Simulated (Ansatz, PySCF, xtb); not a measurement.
Dimer: CH4O (SMILES CO) (first 6 atoms) with C3H8 (SMILES CCC); geometry from B3LYP-D3(BJ)/def2-TZVP, rigid monomers moved along the line of their centres of mass till H6···C7 is 3.72 Å.
(charge 0, multiplicity 1):
```json
[
 {"atom": "C", "x (Å)": "0.4843", "y (Å)": "0.2433", "z (Å)": "-0.2798"},
 {"atom": "O", "x (Å)": "-0.5138", "y (Å)": "-0.5181", "z (Å)": "0.3832"},
 {"atom": "H", "x (Å)": "0.7516", "y (Å)": "1.1470", "z (Å)": "0.2786"},
 {"atom": "H", "x (Å)": "0.0681", "y (Å)": "0.5428", "z (Å)": "-1.2407"},
 {"atom": "H", "x (Å)": "1.3934", "y (Å)": "-0.3402", "z (Å)": "-0.4639"},
 {"atom": "H", "x (Å)": "-0.1745", "y (Å)": "-0.7962", "z (Å)": "1.2398"},
 {"atom": "C", "x (Å)": "-0.2977", "y (Å)": "-1.2350", "z (Å)": "4.9272"},
 {"atom": "C", "x (Å)": "-0.0189", "y (Å)": "0.1303", "z (Å)": "5.5507"},
 {"atom": "C", "x (Å)": "0.3415", "y (Å)": "1.1921", "z (Å)": "4.5149"},
 {"atom": "H", "x (Å)": "-0.5296", "y (Å)": "-1.9860", "z (Å)": "5.6843"},
 {"atom": "H", "x (Å)": "-1.1492", "y (Å)": "-1.1880", "z (Å)": "4.2432"},
 {"atom": "H", "x (Å)": "0.5717", "y (Å)": "-1.5965", "z (Å)": "4.3689"},
 {"atom": "H", "x (Å)": "0.7934", "y (Å)": "0.0390", "z (Å)": "6.2775"},
 {"atom": "H", "x (Å)": "-0.8979", "y (Å)": "0.4554", "z (Å)": "6.1144"},
 {"atom": "H", "x (Å)": "0.5230", "y (Å)": "2.1618", "z (Å)": "4.9816"},
 {"atom": "H", "x (Å)": "1.2485", "y (Å)": "0.9149", "z (Å)": "3.9702"},
 {"atom": "H", "x (Å)": "-0.4601", "y (Å)": "1.3171", "z (Å)": "3.7834"}
]
```

Monomers are frozen at their geometry in the pair; levels with a basis set take the counterpoise correction. Rows marked so take none.

Rows in 6-31G* carry no dispersion term and start afresh at each structure (6-31G* with six Cartesian d functions).

The values were computed with Ansatz (Gaussian basis) for Hartree–Fock, density functionals and correlated methods; PySCF for 6-31G* rows; xtb for the GFN methods. Values without a source in brackets are computed.

### Question
One of these levels gives -0.81 kcal/mol for the interaction energy. Name it.
(A) BP86/6-31G* (no counterpoise)
(B) GFN2-xTB
(C) PBE/def2-TZVPPD

### Answer
B, GFN2-xTB. The others give -0.47 (PBE/def2-TZVPPD), -0.11 (BP86/6-31G* (no counterpoise))

Ansatz is a quantum-chemistry and plane-wave program.
